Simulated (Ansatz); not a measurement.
[VO4]3- (VO₄³⁻). Total charge -3; triplet. Geometry r2SCAN-D4/def2-SVPD, that of the charge -3 singlet; atoms count from 1.

```xyz
5

V     0.000    0.000    0.000
O    -0.168   -0.606    1.627
O     0.640   -1.257   -1.026
O     1.088    1.364   -0.003
O    -1.560    0.500   -0.598
```

A multiply charged anion in the gas phase is held together partly by the finite basis. The highest occupied level of the charge -3 triplet lies above zero (up to 7.79 eV). It is a level of α spin, whose loss leaves a doublet; that state wasn't run at this geometry and level. The electron is either unbound and held by the finite basis, or the level is raised by self-interaction error. At PBE0-D4/def2-TZVPD a singlet of charge -3 lies 0.38 eV below the triplet at the same geometry.

(1) Estimate the Mulliken populations from the PBE0/def2-TZVPD orbitals of Ansatz.

(2) Where does the spin sit?

Results:

(1) 
```tsv
atom	charge (e)	spin (α − β)	d electrons
V1	-0.33	2.03	2.98
O2	-0.71	0.08	–
O3	-0.82	-0.28	–
O4	-0.43	0.08	–
O5	-0.71	0.08	–
```
Mulliken values and Mayer orders depend strongly on the basis. With diffuse functions, as here, like atoms can get unlike values, and bond orders can come out too low or too high.

(2) Summed by element: V 2.03, O -0.03, of 2 unpaired in all. Largest on single atoms: V1 2.03, O3 -0.28, O5 0.08.
